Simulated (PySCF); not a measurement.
CH₉NSi₂.
Structure used (PBE0-D3(BJ)/def2-SVP), in Å, numbered top down from 1:
```xyz
13
CH9NSi2 angstrom
C      2.2147    0.0453   -0.7748
Si     0.6054   -0.7778   -0.2339
Si    -1.2533    0.5865   -0.6644
N     -2.6243   -0.0916    0.1626
H      2.3465    1.0135   -0.2685
H      3.0795   -0.5909   -0.5322
H      2.2162    0.2243   -1.8609
H      0.6483   -1.0575    1.2406
H      0.4389   -2.0958   -0.9264
H     -1.5772    0.6178   -2.1259
H     -0.8887    2.0032   -0.2948
H     -2.5293   -0.3283    1.1443
H     -3.5474    0.2892   -0.0180
```

The closed-shell ground state was solved at several levels (PySCF, density fitting, gas phase, non-relativistic).

```json
{"level": "KT3/pcSseg-2", "basis functions": "284", "HOMO (eV)": "-6.02", "LUMO (eV)": "-1.16", "gap (eV)": "4.86", "dipole (D)": "0.83"}
{"level": "wB97X-D/def2-SVPD", "basis functions": "160", "HOMO (eV)": "-9.10", "LUMO (eV)": "1.53", "gap (eV)": "10.63", "dipole (D)": "0.89"}
```

Q: What might PBE0/pcSseg-1 (127 basis functions) give for the same quantities?

A: HOMO -7.18 eV, LUMO 0.02 eV, gap 7.20 eV, dipole 0.96 D.

Q: Over all these levels, which gives the widest orbital gap and which the narrowest?

A: wB97X-D/def2-SVPD (range-separated hybrid) has the widest, 10.63 eV, and KT3/pcSseg-2 (GGA) the narrowest, 4.86 eV. Functional and basis both differ between the two, so the spread mixes both effects.

Q: How far do the dipole and the HOMO energy spread over the levels?

A: The dipole runs from 0.83 to 0.96 D (mean 0.89 D) and the HOMO from -9.10 to -6.02 eV.

One conformer stands for the species.
